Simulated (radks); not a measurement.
The copper ion Cu3+, configuration [Ne] 3s1 3p6 3d8 4s1 (not the ground configuration). Calculated with a radial shooting solver on a logarithmic mesh with Libxc functionals: Dirac Kohn-Sham, PBE, spin-unpolarised, spherical densities, finite nucleus; open shells fill j = l - 1/2 first; Fermi nuclear charge, rms radius 3.8823 fm.

Normalised radial functions P(r) = r R(r) (large component), r in bohr:

| r | 3s1/2 |
|---|---|
| 0.001967 | 0.0740 |
| 0.002562 | 0.0941 |
| 0.003336 | 0.1190 |
| 0.004309 | 0.1483 |
| 0.00561 | 0.1845 |
| 0.007247 | 0.2252 |
| 0.009437 | 0.2721 |
| 0.01229 | 0.3213 |
| 0.01587 | 0.3663 |
| 0.02067 | 0.4012 |
| 0.0267 | 0.4115 |
| 0.03477 | 0.3805 |
| 0.04527 | 0.2879 |
| 0.05848 | 0.1252 |
| 0.07614 | -0.1161 |
| 0.09836 | -0.3888 |
| 0.1281 | -0.6318 |
| 0.1668 | -0.7168 |
| 0.2154 | -0.5390 |
| 0.2805 | -0.0587 |
| 0.3624 | 0.5735 |
| 0.4718 | 1.1336 |
| 0.6144 | 1.3401 |
| 0.7936 | 1.1469 |
| 1.033 | 0.7253 |
| 1.335 | 0.3429 |
| 1.738 | 0.1102 |
| 2.263 | 0.0225 |
| 2.924 | 0.0028 |
| 3.807 | 0.0002 |
| 4.918 | 0.0000 |
| 6.404 | 0.0000 |

3s1/2: eigenvalue -170.82 eV, 2 radial nodes at r = 0.0677, 0.288 bohr, <r> = 0.699 bohr, 90 % of the charge inside 1.04 bohr.
